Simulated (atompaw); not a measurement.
## helium (He): one change to a PAW (atompaw) potential, before and after

```json
{"Element": "helium", "Generator": "atompaw 4.2.0.5", "Type": "PAW", "Functional": "PBEsol", "Relativity": "scalar-relativistic", "Frozen core": "none", "Valence charge": "2", "Reference configuration": "1s2", "Partial waves": "1s (bound): rc 0.45 bohr; 1s channel at -0.75 Ry: rc 0.45 bohr; 2p channel at 0.05 Ry: rc 0.45 bohr; 2p channel at 1.85 Ry: rc 0.45 bohr", "Local potential": "troulliermartins scheme with l = 2 at 0 Ry, radius 0.45 bohr", "Core correction": "none", "Augmentation charge": "sinc compensation charge, radius 0.35 bohr; PAW radius 0.45 bohr; waves and projectors: custom rrkj vanderbiltortho"}
```

All-electron outer shells of the reference configuration (PBEsol, scalar-relativistic, ld1.x):

```tsv
shell	level (eV)	outermost node (bohr)	outermost maximum (bohr)
1s	-15.50	–	0.57
```

Change: wave 1s channel at -0.75 Ry: rc 0.45 bohr becomes 1s channel at -0.75 Ry: rc 0.42 bohr.

Cutoffs: the cutoffs (Ry, on a coarse ladder) from which the occupation-weighted sum of valence levels, in a spherical-Bessel basis at the reference potential, stays within 10 and 1 mRy of its value at 400 Ry; they do not see the model core or the augmentation charge, which bear on the density cutoff.

**Question.** What does the change do?

**Answer.** The potential gets softer (140 Ry and 230 Ry → 110 Ry and 180 Ry); neither file shows a bound ghost.

```tsv
quantity	base	changed
cutoff, loose	140 Ry	110 Ry
cutoff, tight	230 Ry	180 Ry
bound ghosts	none	none
s: phases at 0.45 bohr within 0.05 rad from the reference energy up to (Ry; the scan ends near 5)	to the end of the scan	to the end of the scan
p: phases at 0.45 bohr within 0.05 rad from the reference energy up to (Ry; the scan ends near 5)	to the end of the scan	to the end of the scan
lowest overlap eigenvalue by channel	s 0.99, p 0.99	s 0.09, p 0.99
```

 The cutoffs see the waves, projectors and local potential, not the compensation charge or the core.
